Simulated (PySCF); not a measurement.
C₃H₅BO₂, SMILES C=C1OCB1O.

The structure is a stationary point at PBE0-D3(BJ)/def2-SVP. The structure was generated by enumeration, and PubChem lists no compound with its InChIKey, so it may never have been made. The values are those of a single conformer.

Vertical ionisation energy (IE) and electron affinity (EA) in eV. Rows of orbital energies are one-electron estimates. Where ΔSCF, EOM or ADC give a negative EA the extra electron is unbound and the value depends on the basis.

| level | IE | EA |
|---|---|---|
| −ε(HOMO), −ε(LUMO), B3LYP/def2-TZVP (PySCF) | ___ | ___ |
| −ε(HOMO), −ε(LUMO), PBE/def2-TZVP (PySCF) | 5.36 | 2.00 |

Q: Complete the blanks. (The exact figures need the calculation; the answer reports its results.)

A: 
- −ε(HOMO), −ε(LUMO), B3LYP/def2-TZVP (PySCF), IE: 6.33
- −ε(HOMO), −ε(LUMO), B3LYP/def2-TZVP (PySCF), EA: 1.28
